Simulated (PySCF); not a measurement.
C2H9ClSi2, singlet, geometry from GFN2-xTB; DF-PBE/pcseg-0 (PySCF).

The PySCF input:
```python
from pyscf import gto, scf, dft

mol = gto.M(
    atom='''
Si    0.635506   -0.329929    1.005163
Cl    2.412259   -0.329374    0.018537
Si   -1.117667   -0.113648   -0.504712
C    -2.763036   -0.067124    0.452108
C    -0.961601    1.493650   -1.518305
H     0.750999    0.749506    1.991801
H     0.627748   -1.574585    1.779138
H    -1.192220   -1.235432   -1.464020
H    -3.608343    0.044958   -0.220027
H    -2.792613    0.761718    1.153815
H    -2.916316   -0.979957    1.019507
H    -0.030403    1.513784   -2.077327
H    -0.974889    2.370198   -0.875425
H    -1.774291    1.600090   -2.231729
''',
    basis='pcseg-0',
    charge=0,
    spin=0,
    verbose=4,
    max_memory=1800,
)

mf = dft.RKS(mol)
mf.xc = 'pbe'
mf = mf.density_fit(auxbasis='def2-universal-jkfit')
mf.kernel()
```

Question: Write the output that PySCF gives for this input, abridged.

Answer: 
```
PySCF version 2.14.0

[INPUT] verbose = 4
[INPUT] num. atoms = 14
[INPUT] num. electrons = 66
[INPUT] charge = 0
[INPUT] spin (= nelec alpha-beta = 2S) = 0
[INPUT] symmetry False subgroup None
[INPUT] Mole.unit = angstrom
[INPUT] Symbol           X                Y                Z      unit          X                Y                Z       unit  Magmom
[INPUT]  1 Si     0.635506000000  -0.329929000000   1.005163000000 AA    1.200932290518  -0.623475450552   1.899482780546 Bohr   0.0
[INPUT]  2 Cl     2.412259000000  -0.329374000000   0.018537000000 AA    4.558508851517  -0.622426652552   0.035029853171 Bohr   0.0
[INPUT]  3 Si    -1.117667000000  -0.113648000000  -0.504712000000 AA   -2.112084528464  -0.214763594605  -0.953767451781 Bohr   0.0
[INPUT]  4 C     -2.763036000000  -0.067124000000   0.452108000000 AA   -5.221381312314  -0.126845976385   0.854360298725 Bohr   0.0
[INPUT]  5 C     -0.961601000000   1.493650000000  -1.518305000000 AA   -1.817162531108   2.822589425957  -2.869180623558 Bohr   0.0
[INPUT]  6 H      0.750999000000   0.749506000000   1.991801000000 AA    1.419182429822   1.416361068718   3.763958384635 Bohr   0.0
[INPUT]  7 H      0.627748000000  -1.574585000000   1.779138000000 AA    1.186271795243  -2.975534409848   3.362083557806 Bohr   0.0
[INPUT]  8 H     -1.192220000000  -1.235432000000  -1.464020000000 AA   -2.252969280229  -2.334628125524  -2.766596840886 Bohr   0.0
[INPUT]  9 H     -3.608343000000   0.044958000000  -0.220027000000 AA   -6.818780033491   0.084958307108  -0.415790770010 Bohr   0.0
[INPUT] 10 H     -2.792613000000   0.761718000000   1.153815000000 AA   -5.277273741900   1.439438404151   2.180394348415 Bohr   0.0
[INPUT] 11 H     -2.916316000000  -0.979957000000   1.019507000000 AA   -5.511038532687  -1.851850343850   1.926589012077 Bohr   0.0
[INPUT] 12 H     -0.030403000000   1.513784000000  -2.077327000000 AA   -0.057453343365   2.860637171749  -3.925579101164 Bohr   0.0
[INPUT] 13 H     -0.974889000000   2.370198000000  -0.875425000000 AA   -1.842273211851   4.479025080992  -1.654313492597 Bohr   0.0
[INPUT] 14 H     -1.774291000000   1.600090000000  -2.231729000000 AA   -3.352924055281   3.023731874655  -4.217356594249 Bohr   0.0

nuclear repulsion = 348.846334712545
number of shells = 19
number of NR pGTOs = 138
number of NR cGTOs = 75
basis = pcseg-0
ecp = {}

******** <class 'pyscf.df.df_jk.DFRKS'> ********
method = DFRKS
initial guess = minao
damping factor = 0
level_shift factor = 0
DIIS = <class 'pyscf.scf.diis.CDIIS'>
diis_start_cycle = 1
diis_space = 8
diis_damp = 0
SCF conv_tol = 1e-09
SCF conv_tol_grad = None
SCF max_cycles = 50
direct_scf = False
XC library pyscf.dft.libxc version 7.1.2
    S. Lehtola, C. Steigemann, M. J. T. Oliveira, and M. A. L. Marques,  SoftwareX 7, 1–5 (2018)
XC functionals = pbe
    J. P. Perdew, K. Burke, and M. Ernzerhof,  Phys. Rev. Lett. 77, 3865 (1996)
    J. P. Perdew, K. Burke, and M. Ernzerhof,  Phys. Rev. Lett. 78, 1396 (1997)
    J. P. Perdew, K. Burke, and M. Ernzerhof,  Phys. Rev. Lett. 77, 3865 (1996)
    J. P. Perdew, K. Burke, and M. Ernzerhof,  Phys. Rev. Lett. 78, 1396 (1997)
radial grids:
    Treutler-Ahlrichs [JCP 102, 346 (1995); DOI:10.1063/1.469408] (M4) radial grids

becke partition: Becke, JCP 88, 2547 (1988); DOI:10.1063/1.454033
pruning grids: <function nwchem_prune>
grids dens level: 3
symmetrized grids: False
atomic radii adjust function: <function treutler_atomic_radii_adjust>
small_rho_cutoff = 0
Set gradient conv threshold to 3.16228e-05
Initial guess from minao.
tot grids = 173752
init E= -1118.70585779429
  HOMO = -0.294613553821262  LUMO = -0.0652729804746268  gap/eV = 6.24067
cycle= 1 E= -1118.70812356644  delta_E= -0.00227  |g|= 0.549  |ddm|= 3.57
  HOMO = -0.227042455077487  LUMO = -0.0545282795517166  gap/eV = 4.69435
cycle= 2 E= -1118.58373603259  delta_E= 0.124  |g|= 0.846  |ddm|= 1.91
  HOMO = -0.252783894593255  LUMO = -0.0427789040564881  gap/eV = 5.71453
cycle= 3 E= -1118.79334009539  delta_E= -0.21  |g|= 0.0317  |ddm|= 1.21
  HOMO = -0.254923257095869  LUMO = -0.0457401257686356  gap/eV = 5.69216
cycle= 4 E= -1118.79364993635  delta_E= -0.00031  |g|= 0.0174  |ddm|= 0.104
  HOMO = -0.255167961373608  LUMO = -0.0460737230108894  gap/eV = 5.68974
cycle= 5 E= -1118.79374639949  delta_E= -9.65e-05  |g|= 0.00517  |ddm|= 0.0355
  HOMO = -0.255105469590269  LUMO = -0.0458811096114891  gap/eV = 5.69328
cycle= 6 E= -1118.79375403749  delta_E= -7.64e-06  |g|= 0.00103  |ddm|= 0.00804
  HOMO = -0.255034863064416  LUMO = -0.0457851424814486  gap/eV = 5.69397
cycle= 7 E= -1118.79375438417  delta_E= -3.47e-07  |g|= 0.000269  |ddm|= 0.00228
  HOMO = -0.255027763351513  LUMO = -0.0457968927069856  gap/eV = 5.69346
cycle= 8 E= -1118.79375440577  delta_E= -2.16e-08  |g|= 8.71e-05  |ddm|= 0.000614
  HOMO = -0.255037075616675  LUMO = -0.0457996164166439  gap/eV = 5.69364
cycle= 9 E= -1118.79375440795  delta_E= -2.19e-09  |g|= 1.27e-05  |ddm|= 0.000173
  HOMO = -0.255036652548387  LUMO = -0.0458000800993295  gap/eV = 5.69362
cycle= 10 E= -1118.79375440801  delta_E= -5.43e-11  |g|= 3.03e-06  |ddm|= 2.7e-05
  HOMO = -0.25503668144612  LUMO = -0.0457998944111835  gap/eV = 5.69362
Extra cycle  E= -1118.793754408  delta_E= 1.36e-12  |g|= 3.27e-06  |ddm|= 1.5e-05
converged SCF energy = -1118.793754408
```
